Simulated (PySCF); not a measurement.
# How methods differ on the excitation energy of V⁺

V⁺ [Ar] 3d4 (5D) → V⁺ [Ar] 3d3 4s1 (5F), as a difference of total energies. Computed with PySCF 2.14 in def2-TZVPPD, with no relativity, point nucleus. Correlated levels: valence: [Ar] frozen. The calculations carry no spin-orbit coupling.

```tsv
method	excitation energy (cm⁻¹)
UHF	-1781.0
MP2 (valence)	2130.8
SCS-MP2 (valence)	-477.06
CCSD (valence)	2360.1
CCSD(T) (valence)	2474.9
```

How much does correlation contribute at CCSD(T) (valence)?

2474.9 − (-1781.0) = 4255.9 cm⁻¹, measured against UHF.

These non-relativistic numbers lack the scalar-relativistic shift.

Errors of the correlated levels include the incompleteness of this basis and the frozen core.

For comparison: 2719.9 cm⁻¹ (measured; NIST levels, between the centres of gravity of the two terms).
